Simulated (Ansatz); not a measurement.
```yaml
atoms:
  - { symbol: N, position_ang: [0.0248, 0.0418, -0.6210] }
  - { symbol: O, position_ang: [0.0365, -0.0319, 0.5208] }
```

Basis set: aug-cc-pVDZ (spherical functions). Left uncorrelated: 2 orbitals. Charge 0, multiplicity 2.

Computed with Ansatz (development build ahead of 0.2.0); each method stands on the lowest determinant of its kind that the runs found.

Give the atomization energy at this shape (free ground-state atoms in the same class of orbitals less the molecule, no zero-point energy) of doublet NO by UHF-MP2, UHF.

```
 method  atomization energy
UHF-MP2        595.9 kJ/mol
    UHF        212.3 kJ/mol
```
